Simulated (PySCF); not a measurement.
Several species in one continuum solvent.

Computed with PySCF at PBE0/pcSseg-1, non-relativistic, each on one gas-phase PBE0-D3(BJ)/def2-SVP geometry that isn't relaxed in the solvent. The solvent is an IEF-PCM continuum (van der Waals radii × 1.2). The model holds no explicit solvent molecules, cavitation or dispersion.

**Question.** Order them by E(solvent) − E(gas) in chloroform (ε = 4.711), most negative first (kJ/mol).
A. `[CH3:1][CH:2]([CH3:3])[O:4][C:5]([CH3:6])([CH3:7])[CH3:8]` with C1–C2–O4–C5 119°
B. `[CH3:1][CH2:2][O:3][CH2:4][C:5]([CH3:6])([CH3:7])[CH3:8]` with C1–C2–O3–C4 74°, C2–O3–C4–C5 173° (neo-PeOEt)
C. `[CH2:1]=[CH:2][c:3]1[cH:4][cH:5][c:6]([SH:7])[c:8]([F:9])[cH:10]1` with C1–C2–C3–C4 -179°, C5–C6–S7–H 180°
D. `[F:1][C@@H:2]1[C@@H:3]([B:4]([Cl:5])[Cl:6])[C:7]12[CH2:8][CH2:9]2` with C2–C3–B4–Cl5 34°
E. `[CH2:1]=[CH:2]/[CH:3]=[CH:4]\[c:5]1[cH:6][c:7]([F:8])[cH:9][s:10]1` with C1–C2–C3–C4 180°, C3–C4–C5–C6 -179°

**Answer.** C (-15.0), E (-13.3), D (-9.9), A (-8.7), B (-7.0).

```tsv
SMILES	charge	ΔE (kJ/mol)	polarisation term (kJ/mol)	HOMO shift (eV)	dipole gas (D)	dipole solvent (D)	atoms
C=Cc1ccc(S)c(F)c1	0	-15.0	-16.0	+0.02	1.07	1.31	17
C=C/C=C\c1cc(F)cs1	0	-13.3	-14.3	+0.04	1.27	1.47	17
F[C@@H]1[C@@H](B(Cl)Cl)C12CC2	0	-9.9	-10.6	+0.14	1.77	2.06	15
CC(C)OC(C)(C)C	0	-8.7	-9.5	-0.02	1.23	1.63	24
CCOCC(C)(C)C	0	-7.0	-7.7	+0.02	1.15	1.47	24
```

The polarisation term is half the interaction of the solute with the induced surface charges.
